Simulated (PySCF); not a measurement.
# Bromine: a sound run and one with changed settings

Sound run: Br²⁺ [Ar] 3d10 4s2 4p3, Br³⁺ [Ar] 3d10 4s2 4p2. Calculation: PySCF 2.14, in cc-pVTZ-PP with ECP10MDF; a scalar-relativistic core potential. In the sound run the correlated levels freeze 3s2 3p6 3d10 outside the core potential. The sound run starts from symmetry-adapted Hartree-Fock orbitals and uses a fine grid where one is needed.

Changed run: all electrons correlated in a basis built for the valence shell.

```json
{"species": "Br²⁺", "method": "MP2", "sound run (hartree)": "-414.43230", "changed run (hartree)": "-414.52554", "converged": "yes"}
{"species": "Br³⁺", "method": "MP2", "sound run (hartree)": "-413.14060", "changed run (hartree)": "-413.23065", "converged": "yes"}
```

Ionisation energy of Br²⁺:

| method | sound run (eV) | changed run (eV) |
| --- | --- | --- |
| UHF | 34.623 | 34.623 |
| MP2 | 35.149 | 35.236 |
| SCS-MP2 | 34.993 | 35.052 |

A valence basis has no tight correlating functions, so it recovers only part of the core correlation, and not evenly between atom and ion.

For comparison, NIST gives 34.871 ± 0.019 eV between the lowest levels.
